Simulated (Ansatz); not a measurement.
A relaxation, step by step

AgBF$_{3}$ (charge +1), closed shell, PBE0-D4/def2-TZVP (Ansatz 0.2.0). Settings:

```yaml
hamiltonian: {xc: pbe0, dispersion: d4}
relax: {f_tol: 0.005, max_steps: 200}
```

Start:

```xyz
5
angstrom
Ag 0.1503 0.0117 -2.3710
F -0.1216 -0.0072 1.9299
B -0.0406 -0.0033 0.6411
F -0.0861 1.1211 -0.1021
F 0.0981 -1.1224 -0.0979
```

| step | energy less the last (meV) | largest force component (eV/Å) |
| --- | --- | --- |
| 1 | 22.3 | 0.674 |
| 2 | 2.7 | 0.251 |
| 3 | 0.1 | 0.080 |
| 4 | 0.0 | 0.043 |
| 5 | 0.0 | 0.001 |

Step 2, positions (Å) and forces (eV/Å):

```tsv
atom	x	y	z	Fx	Fy	Fz
Ag1	0.153	0.012	-2.420	0.000	0.000	-0.007
F2	-0.122	-0.007	1.935	0.010	0.000	-0.172
B3	-0.041	-0.003	0.653	0.016	0.003	-0.229
F4	-0.086	1.112	-0.086	0.007	-0.251	0.205
F5	0.097	-1.113	-0.082	-0.034	0.248	0.203
```

Step 3, positions (Å) and forces (eV/Å):

| atom | x | y | z | Fx | Fy | Fz |
| --- | --- | --- | --- | --- | --- | --- |
| Ag1 | 0.153 | 0.012 | -2.423 | 0.000 | 0.000 | -0.004 |
| F2 | -0.122 | -0.007 | 1.931 | 0.006 | 0.000 | 0.029 |
| B3 | -0.040 | -0.003 | 0.652 | -0.020 | 0.000 | -0.080 |
| F4 | -0.086 | 1.107 | -0.082 | 0.005 | 0.023 | 0.028 |
| F5 | 0.096 | -1.109 | -0.078 | 0.009 | -0.023 | 0.027 |

Step 4, positions (Å) and forces (eV/Å):

| atom | x | y | z | Fx | Fy | Fz |
| --- | --- | --- | --- | --- | --- | --- |
| Ag1 | 0.153 | 0.012 | -2.426 | 0.000 | 0.000 | 0.005 |
| F2 | -0.122 | -0.007 | 1.930 | 0.001 | 0.000 | -0.020 |
| B3 | -0.041 | -0.003 | 0.650 | -0.003 | 0.000 | 0.043 |
| F4 | -0.086 | 1.110 | -0.079 | 0.002 | -0.011 | -0.014 |
| F5 | 0.096 | -1.111 | -0.075 | 0.000 | 0.012 | -0.014 |

Last step (5):

```
atom    x (Å)    y (Å)    z (Å)
 Ag1   0.1533   0.0117  -2.4243
  F2  -0.1221  -0.0074   1.9302
  B3  -0.0411  -0.0032   0.6506
  F4  -0.0861   1.1089  -0.0801
  F5   0.0961  -1.1100  -0.0763
```

Hardware: 4 CPU threads of an Arm Neoverse V2, shared host. Wall time about 9.5 s.
